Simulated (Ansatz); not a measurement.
# Molecular dynamics of CH$_{8}$Ge

Input file:

```yaml
crystal:
  periodic: [false, false, false]
  atoms:
    - { symbol: Ge, position_ang: [-0.656758, 0.40887, -0.778085] }
    - { symbol: H, position_ang: [0.780532, 1.510533, -0.357632] }
    - { symbol: H, position_ang: [-0.088207, 0.379886, -2.205671] }
    - { symbol: H, position_ang: [-1.555344, 1.575106, -0.336321] }
    - { symbol: H, position_ang: [-1.570865, -0.877063, -0.672894] }
    - { symbol: H, position_ang: [0.738602, 0.535937, 0.235461] }
    - { symbol: C, position_ang: [0.522411, -0.690044, 0.852527] }
    - { symbol: H, position_ang: [0.701689, -1.609888, 0.296509] }
    - { symbol: H, position_ang: [-0.302676, -0.807593, 1.554777] }
    - { symbol: H, position_ang: [1.430717, -0.425843, 1.411326] }
basis:
  gaussian: { orbitals: def2-TZVP }
hamiltonian:
  xc: pbe0
md:
  timestep: 0.5
  n_steps: 200
  ensemble: nve
  temperature: 100.0
  initial_velocities: maxwell_boltzmann
  seed: 9173
```

Command:

```bash
$ ansatz run input.yaml --threads 4 --pin off --max-ram 5120MiB --backend cpu --events-out ev --progress --plain --runs-dir out
```

It starts at the highest image of a converged band. Of that band: Neighbouring images differ by up to 3.6 eV, so the band resolves the path poorly. A vibrational analysis at the climbing image gives one clearly imaginary mode, 1876i cm⁻¹: a first-order saddle point.

Output, in part (one step line in 4, the closing report, with atoms numbered from 0):

```
md step     0: t =     0.00 fs  T =   100.0 K  F+E_penalty+E_count = -57673.29568217 eV  E_kin = 0.103408 eV  conserved = -57673.19227417 eV  (25 SCF iters)
md step     4: t =     2.00 fs  T =    84.9 K  F+E_penalty+E_count = -57673.27963928 eV  E_kin = 0.087785 eV  conserved = -57673.19185453 eV  (31 SCF iters)
md step     8: t =     4.00 fs  T =   119.6 K  F+E_penalty+E_count = -57673.31504381 eV  E_kin = 0.123652 eV  conserved = -57673.19139174 eV  (30 SCF iters)
md step    12: t =     6.00 fs  T =   329.3 K  F+E_penalty+E_count = -57673.53125883 eV  E_kin = 0.340573 eV  conserved = -57673.19068561 eV  (30 SCF iters)
md step    16: t =     8.00 fs  T =   826.6 K  F+E_penalty+E_count = -57674.05044601 eV  E_kin = 0.854760 eV  conserved = -57673.19568615 eV  (25 SCF iters)
md step    20: t =    10.00 fs  T =  1116.7 K  F+E_penalty+E_count = -57674.34129730 eV  E_kin = 1.154808 eV  conserved = -57673.18648912 eV  (29 SCF iters)
md step    24: t =    12.00 fs  T =  1934.9 K  F+E_penalty+E_count = -57675.19901038 eV  E_kin = 2.000867 eV  conserved = -57673.19814293 eV  (28 SCF iters)
md step    28: t =    14.00 fs  T =  2148.2 K  F+E_penalty+E_count = -57675.41197522 eV  E_kin = 2.221413 eV  conserved = -57673.19056253 eV  (28 SCF iters)
md step    32: t =    16.00 fs  T =  2742.8 K  F+E_penalty+E_count = -57676.03633547 eV  E_kin = 2.836326 eV  conserved = -57673.20000960 eV  (27 SCF iters)
md step    36: t =    18.00 fs  T =  2674.4 K  F+E_penalty+E_count = -57675.95149259 eV  E_kin = 2.765499 eV  conserved = -57673.18599358 eV  (29 SCF iters)
md step    40: t =    20.00 fs  T =  3021.1 K  F+E_penalty+E_count = -57676.32028126 eV  E_kin = 3.124095 eV  conserved = -57673.19618597 eV  (28 SCF iters)
md step    44: t =    22.00 fs  T =  2889.1 K  F+E_penalty+E_count = -57676.17804094 eV  E_kin = 2.987605 eV  conserved = -57673.19043592 eV  (28 SCF iters)
md step    48: t =    24.00 fs  T =  3138.5 K  F+E_penalty+E_count = -57676.44705806 eV  E_kin = 3.245412 eV  conserved = -57673.20164571 eV  (28 SCF iters)
md step    52: t =    26.00 fs  T =  2857.9 K  F+E_penalty+E_count = -57676.14710958 eV  E_kin = 2.955300 eV  conserved = -57673.19180920 eV  (29 SCF iters)
md step    56: t =    28.00 fs  T =  2817.6 K  F+E_penalty+E_count = -57676.10753486 eV  E_kin = 2.913599 eV  conserved = -57673.19393608 eV  (27 SCF iters)
md step    60: t =    30.00 fs  T =  2535.1 K  F+E_penalty+E_count = -57675.81211981 eV  E_kin = 2.621473 eV  conserved = -57673.19064700 eV  (28 SCF iters)
md step    64: t =    32.00 fs  T =  2578.7 K  F+E_penalty+E_count = -57675.86839813 eV  E_kin = 2.666541 eV  conserved = -57673.20185716 eV  (28 SCF iters)
md step    68: t =    34.00 fs  T =  2325.0 K  F+E_penalty+E_count = -57675.60125817 eV  E_kin = 2.404211 eV  conserved = -57673.19704701 eV  (29 SCF iters)
md step    72: t =    36.00 fs  T =  2229.5 K  F+E_penalty+E_count = -57675.49717861 eV  E_kin = 2.305436 eV  conserved = -57673.19174310 eV  (28 SCF iters)
md step    76: t =    38.00 fs  T =  2261.8 K  F+E_penalty+E_count = -57675.53031015 eV  E_kin = 2.338862 eV  conserved = -57673.19144824 eV  (29 SCF iters)
md step    80: t =    40.00 fs  T =  2474.0 K  F+E_penalty+E_count = -57675.75758754 eV  E_kin = 2.558307 eV  conserved = -57673.19928072 eV  (28 SCF iters)
md step    84: t =    42.00 fs  T =  2670.1 K  F+E_penalty+E_count = -57675.96222944 eV  E_kin = 2.761051 eV  conserved = -57673.20117889 eV  (28 SCF iters)
md step    88: t =    44.00 fs  T =  2664.5 K  F+E_penalty+E_count = -57675.94636695 eV  E_kin = 2.755329 eV  conserved = -57673.19103754 eV  (24 SCF iters)
md step    92: t =    46.00 fs  T =  2888.5 K  F+E_penalty+E_count = -57676.18019392 eV  E_kin = 2.986961 eV  conserved = -57673.19323285 eV  (28 SCF iters)
md step    96: t =    48.00 fs  T =  2942.2 K  F+E_penalty+E_count = -57676.23724545 eV  E_kin = 3.042509 eV  conserved = -57673.19473622 eV  (27 SCF iters)
md step   100: t =    50.00 fs  T =  3105.3 K  F+E_penalty+E_count = -57676.41295600 eV  E_kin = 3.211084 eV  conserved = -57673.20187193 eV  (27 SCF iters)
md step   104: t =    52.00 fs  T =  2829.6 K  F+E_penalty+E_count = -57676.11642568 eV  E_kin = 2.926011 eV  conserved = -57673.19041427 eV  (27 SCF iters)
md step   108: t =    54.00 fs  T =  2926.2 K  F+E_penalty+E_count = -57676.22092121 eV  E_kin = 3.025965 eV  conserved = -57673.19495625 eV  (28 SCF iters)
md step   112: t =    56.00 fs  T =  2660.1 K  F+E_penalty+E_count = -57675.93899879 eV  E_kin = 2.750802 eV  conserved = -57673.18819671 eV  (28 SCF iters)
md step   116: t =    58.00 fs  T =  2795.7 K  F+E_penalty+E_count = -57676.09144601 eV  E_kin = 2.890960 eV  conserved = -57673.20048613 eV  (27 SCF iters)
md step   120: t =    60.00 fs  T =  2408.3 K  F+E_penalty+E_count = -57675.68016395 eV  E_kin = 2.490403 eV  conserved = -57673.18976132 eV  (28 SCF iters)
md step   124: t =    62.00 fs  T =  2549.4 K  F+E_penalty+E_count = -57675.83336182 eV  E_kin = 2.636237 eV  conserved = -57673.19712507 eV  (24 SCF iters)
md step   128: t =    64.00 fs  T =  2202.2 K  F+E_penalty+E_count = -57675.46181431 eV  E_kin = 2.277258 eV  conserved = -57673.18455640 eV  (29 SCF iters)
md step   132: t =    66.00 fs  T =  2378.0 K  F+E_penalty+E_count = -57675.65691403 eV  E_kin = 2.459087 eV  conserved = -57673.19782687 eV  (28 SCF iters)
md step   136: t =    68.00 fs  T =  2109.5 K  F+E_penalty+E_count = -57675.37101787 eV  E_kin = 2.181437 eV  conserved = -57673.18958050 eV  (29 SCF iters)
md step   140: t =    70.00 fs  T =  2423.4 K  F+E_penalty+E_count = -57675.70540772 eV  E_kin = 2.505998 eV  conserved = -57673.19940953 eV  (27 SCF iters)
md step   144: t =    72.00 fs  T =  2223.5 K  F+E_penalty+E_count = -57675.48517673 eV  E_kin = 2.299231 eV  conserved = -57673.18594535 eV  (29 SCF iters)
md step   148: t =    74.00 fs  T =  2510.9 K  F+E_penalty+E_count = -57675.79218456 eV  E_kin = 2.596452 eV  conserved = -57673.19573241 eV  (27 SCF iters)
md step   152: t =    76.00 fs  T =  2411.1 K  F+E_penalty+E_count = -57675.68305122 eV  E_kin = 2.493219 eV  conserved = -57673.18983186 eV  (28 SCF iters)
md step   156: t =    78.00 fs  T =  2814.5 K  F+E_penalty+E_count = -57676.11189703 eV  E_kin = 2.910470 eV  conserved = -57673.20142721 eV  (27 SCF iters)
md step   160: t =    80.00 fs  T =  2736.1 K  F+E_penalty+E_count = -57676.02095213 eV  E_kin = 2.829397 eV  conserved = -57673.19155540 eV  (24 SCF iters)
md step   164: t =    82.00 fs  T =  2936.2 K  F+E_penalty+E_count = -57676.23011709 eV  E_kin = 3.036287 eV  conserved = -57673.19383031 eV  (27 SCF iters)
md step   168: t =    84.00 fs  T =  2892.1 K  F+E_penalty+E_count = -57676.18164613 eV  E_kin = 2.990696 eV  conserved = -57673.19095016 eV  (27 SCF iters)
md step   172: t =    86.00 fs  T =  3101.3 K  F+E_penalty+E_count = -57676.40897870 eV  E_kin = 3.206945 eV  conserved = -57673.20203330 eV  (27 SCF iters)
md step   176: t =    88.00 fs  T =  2941.7 K  F+E_penalty+E_count = -57676.23960649 eV  E_kin = 3.041935 eV  conserved = -57673.19767197 eV  (28 SCF iters)
md step   180: t =    90.00 fs  T =  2793.7 K  F+E_penalty+E_count = -57676.08124416 eV  E_kin = 2.888937 eV  conserved = -57673.19230670 eV  (28 SCF iters)
md step   184: t =    92.00 fs  T =  2647.6 K  F+E_penalty+E_count = -57675.92939348 eV  E_kin = 2.737782 eV  conserved = -57673.19161186 eV  (26 SCF iters)
md step   188: t =    94.00 fs  T =  2629.6 K  F+E_penalty+E_count = -57675.91890016 eV  E_kin = 2.719262 eV  conserved = -57673.19963851 eV  (25 SCF iters)
md step   192: t =    96.00 fs  T =  2542.0 K  F+E_penalty+E_count = -57675.82945257 eV  E_kin = 2.628592 eV  conserved = -57673.20086100 eV  (24 SCF iters)
md step   196: t =    98.00 fs  T =  2320.3 K  F+E_penalty+E_count = -57675.58998766 eV  E_kin = 2.399365 eV  conserved = -57673.19062273 eV  (28 SCF iters)
md step   200: t =   100.00 fs  T =  2440.1 K  F+E_penalty+E_count = -57675.71606572 eV  E_kin = 2.523227 eV  conserved = -57673.19283839 eV  (25 SCF iters)
Total energy: -57675.71610923 eV, -2119.5434730098 hartree
Atom 0 at    -0.751784     0.170120    -0.707902 Å, force    -0.502777     3.553495    -1.772532 eV/Å
Atom 1 at     8.563093    11.426810    -0.458230 Å, force    -1.006098    -1.917627     1.622356 eV/Å
Atom 2 at     0.512524     0.665731    -1.441996 Å, force    -0.050232    -0.347879    -0.625761 eV/Å
Atom 3 at    -0.897938     1.529035     0.077449 Å, force    -0.522009    -0.388408    -0.087134 eV/Å
Atom 4 at    -1.935597    -0.033153    -1.633308 Å, force    -0.232652    -0.236462    -0.144490 eV/Å
Atom 5 at     8.247844    10.825963     0.050088 Å, force     1.006094     1.917634    -1.622364 eV/Å
Atom 6 at    -0.126209    -0.996546     0.521523 Å, force     1.354220    -0.917637     1.522823 eV/Å
Atom 7 at     0.218771    -1.929789     0.072265 Å, force    -0.275765    -0.172782     0.662581 eV/Å
Atom 8 at    -0.751318    -0.984730     1.413529 Å, force     0.139414    -0.791410    -0.039899 eV/Å
Atom 9 at     0.752798    -0.363798     0.732968 Å, force     0.089805    -0.698924     0.484420 eV/Å
Dipole moment:    -0.000909    -0.233310     0.100146 e Å
```

All steps were run. The conserved energy stayed within 1 meV per atom of its start (net change -0.056 meV per atom), so the integration is sound. The system heated up, since it started high on the potential surface and ran downhill. A run of 0.1 ps of so small a system gives no equilibrium averages. The orbitals stay closed-shell, which can raise the energy where a bond breaks towards radicals; this wasn't checked here.

The step under study would form Ge1–C7, H2–H6 and break Ge1–H2, H6–C7. These pairs go: Ge1–C7 2.29 → 1.81 Å, H2–H6 1.14 → 0.85 Å, Ge1–H2 1.86 → 14.61 Å, H6–C7 1.39 → 14.50 Å. In the last frame they stand as after the step (other bonds may differ from the relaxed reactants and products). These pairs come and go: their bonding changes 18 times, last at 92 of 100 fs, so the outcome isn't settled. Also parted: Ge1–H6 1.73 → 13.97 Å. It ends as CH6Ge + H2. Pairs count as bonded within 1.25 times the sum of covalent radii (0.12 Å more for H–H).

Last frame:

```xyz
10
Properties=species:S:1:pos:R:3
Ge -0.752 0.170 -0.708
H 8.563 11.427 -0.458
H 0.512 0.666 -1.442
H -0.898 1.529 0.077
H -1.936 -0.033 -1.633
H 8.248 10.826 0.050
C -0.126 -0.997 0.521
H 0.219 -1.930 0.072
H -0.751 -0.985 1.413
H 0.753 -0.364 0.733
```

The run took 5.6 min on 4 threads of Arm Neoverse N1 (shared host), peak memory 0.28 GiB.
